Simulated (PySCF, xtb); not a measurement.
H7Si3, SMILES [SiH3][SiH][SiH3], multiplicity 2. Atoms are numbered in the order given.

```xyz
10

Si     0.0197     0.3660     1.9854
Si    -0.1090    -0.8592     0.0000
Si     0.0197     0.3660    -1.9854
H      1.3872     0.9197     2.2144
H     -0.9404     1.5021     1.9050
H     -0.3397    -0.4941     3.1473
H      0.7592    -2.0752     0.0000
H      1.3872     0.9197    -2.2144
H     -0.3397    -0.4941    -3.1473
H     -0.9404     1.5021    -1.9050
```
Charge 0, spin multiplicity 2.

Coordinates come from a TPSSh-D3(BJ)/def2-SVP optimisation. The isomer is the one that the SMILES or the coordinates give; other isomers of the formula were not compared.

These are PySCF 2.14.0 with IEF-PCM-B3LYP/def2-SVP values and carry that method's errors.

The values are the electrostatic part of the solvation free energy, E(continuum) − E(gas) at the gas-phase geometry, in a cavity of scaled van der Waals radii (PySCF's table); cavitation and dispersion terms are not included. The dipole moment in vacuum is 0.06 D.

Computed values in water (ε = 78.36), tetrahydrofuran (ε = 7.43), acetone (ε = 20.49):
| solvent | ε | ΔG(elec) (kcal/mol) | dipole (D) |
|---|---|---|---|
| water | 78.36 | -0.3 | 0.09 |
| tetrahydrofuran | 7.43 | -0.2 | 0.08 |
| acetone | 20.49 | -0.3 | 0.08 |

For comparison, GFN2-xTB/ALPB(water) (xtb, at the GFN2-xTB geometry, all terms of that model) gives 0.0 kcal/mol.
